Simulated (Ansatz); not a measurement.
disilanyl(ethenyl)silane (C2H10Si3), SMILES C=C[SiH2][SiH2][SiH3].

Geometry: B3LYP-D3(BJ)/def2-SVP. Other conformers were not sampled.

Two levels are set side by side: PBE/def2-SVPD (Ansatz, a quantum-chemistry and plane-wave program) and PBE0/def2-SVPD (Ansatz). Energy differences of separate SCF runs at the same geometry; the states with an electron removed or added have multiplicity 2 and 2. Differences are taken from unrounded values.

```json
[
 {"quantity": "vertical ionisation energy (eV)", "PBE0": "9.20"},
 {"quantity": "vertical singlet–triplet gap (eV)", "PBE0": "4.01"}
]
```

### Question
What does PBE give, and how far is it from PBE0? (Estimate from the structure and the level; the computed values follow.)

### Answer

| quantity | PBE | PBE minus PBE0 |
|---|---|---|
| vertical ionisation energy (eV) | 8.95 | -0.25 |
| vertical singlet–triplet gap (eV) | 4.11 | 0.10 |
